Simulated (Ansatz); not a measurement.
Gas-phase reaction R1 → P1 + P2, each structure at its B3LYP-D3(BJ)/def2-TZVP stationary point, reached from a drawn start (curvature not checked).
P1: F atom, charge 0, multiplicity 2.
P2: F3S (SMILES F[S](F)F), charge 0, multiplicity 2.
R1, F4S (SMILES FS(F)(F)F) (charge 0, multiplicity 1):
```xyz
5

S     -0.438     0.000     0.000
F     -0.338     1.665     0.000
F     -0.338    -1.665     0.000
F      0.557     0.000     1.209
F      0.557     0.000    -1.209
```

P less R. No zero-point or thermal terms; singlets are restricted closed shells; open shells are unrestricted; no spin–orbit coupling.

Frozen-core correlation throughout.

Programs: Ansatz (Gaussian basis) for Hartree–Fock, density functionals and correlated methods. Each number belongs to the level named beside it.

The comparison value is 97.40 kcal/mol (CCSD(T)/cc-pV(Q+d)Z). It is a level with limits of its own, not the exact answer.

**Question.** Order these levels by how close they come to the comparison value for the reaction energy, closest first: SVWN5/def2-TZVPP, CCSD/cc-pV(D+d)Z, CAM-B3LYP/def2-TZVPP, wB97X-V/def2-TZVPP, BLYP/def2-TZVPP. Give each level's value less the comparison value.

**Answer.** wB97X-V/def2-TZVPP (-1.48 kcal/mol), CAM-B3LYP/def2-TZVPP (-3.50 kcal/mol), BLYP/def2-TZVPP (-7.66 kcal/mol), CCSD/cc-pV(D+d)Z (-19.07 kcal/mol), SVWN5/def2-TZVPP (24.26 kcal/mol)

Ansatz is a program for electronic structure.
